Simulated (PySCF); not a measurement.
**Mayer bond orders and bond lengths**

Compound: C6H15NP2.
SMILES with atom numbers: `[CH3:1][CH2:2][P:3]1(=[NH:4])[CH2:5][CH2:6][PH:7][CH2:8][CH2:9]1` (hydrogens: H10, H11, H12 on C1; H13, H14 on C2; H15 on N4; H16, H17 on C5; H18, H19 on C6; H20 on P7; H21, H22 on C8; H23, H24 on C9)

Structure used (GFN2-xTB), in Å, numbered top down from 1:
```
atom  x, y, z in Å
C1    -2.753   -0.070    0.338
C2    -1.435    0.597    0.698
P3    -0.288    0.521   -0.767
N4    -0.819    0.939   -2.167
C5     1.247    1.348   -0.137
C6     1.934    0.693    1.052
P7     2.487   -1.062    0.792
C8     0.888   -1.845    0.254
C9     0.218   -1.218   -0.958
H10   -3.111    0.319   -0.615
H11   -3.507    0.119    1.100
H12   -2.628   -1.146    0.236
H13   -1.591    1.662    0.904
H14   -0.994    0.144    1.586
H15   -1.193    1.875   -2.232
H16    1.918    1.374   -1.005
H17    0.983    2.386    0.098
H18    2.834    1.260    1.314
H19    1.289    0.701    1.935
H20    2.964   -0.852   -0.509
H21    1.123   -2.894    0.042
H22    0.220   -1.842    1.121
H23   -0.681   -1.772   -1.245
H24    0.883   -1.218   -1.828
```

Bond orders from the PBE0/pcSseg-1 density (PySCF). One conformer (not necessarily the lowest) at the GFN2-xTB geometry, without solvent, vibrations or thermal averaging.

Question: How far do the computed orders between heavy atoms stray from the drawn ones?

Answer: The largest departure is 0.197, at P3–N4 (drawn double, 1.803). Drawn single, order below 0.88: C2–P3 (0.871).

Question: Set the Mayer orders of the bonds between heavy atoms beside their lengths.

Answer: 
| bond | drawn as | length (Å) | Mayer order |
| --- | --- | --- | --- |
| C1–C2 | single | 1.521 | 1.048 |
| C2–P3 | single | 1.862 | 0.871 |
| P3–N4 | double | 1.554 | 1.803 |
| P3–C5 | single | 1.854 | 0.880 |
| C5–C6 | single | 1.521 | 0.995 |
| C6–P7 | single | 1.858 | 0.981 |
| P7–C8 | single | 1.860 | 0.976 |
| C8–C9 | single | 1.520 | 0.996 |
| C9–P3 | single | 1.821 | 0.924 |

By pair of heavy elements: C–C: lowest C5–C6 and C8–C9 (0.995, 1.521 Å), highest C1–C2 (1.048, 1.521 Å). C–P: lowest C2–P3 (0.871, 1.862 Å), highest C6–P7 (0.981, 1.858 Å); in 4 of the 10 pairs the longer bond (by over 0.003 Å) has the higher order (by 0.02 or more). Bonds named together lie within 0.004.

Question: And the bonds to hydrogen?

Answer: C–H: 0.92 to 0.96 (13 bonds); H–N: 0.93 (1 bond); H–P: 0.93 (1 bond).

Question: Sum the orders of all bonds at each heavy atom with more than one neighbour and set the sums beside the valence in the SMILES.

Answer: C1 3.930 (drawn 4), C2 3.773 (drawn 4), P3 4.478 (drawn 5), N4 2.729 (drawn 3), C5 3.741 (drawn 4), C6 3.855 (drawn 4), P7 2.891 (drawn 3), C8 3.853 (drawn 4), C9 3.780 (drawn 4). Orders between atoms that aren't bonded are not in these sums.

Mayer orders depend on the basis set.

These values come from a run that also computed NMR shieldings. On one thread of an Arm Neoverse V2, on a shared host, this took 66 s of wall time.
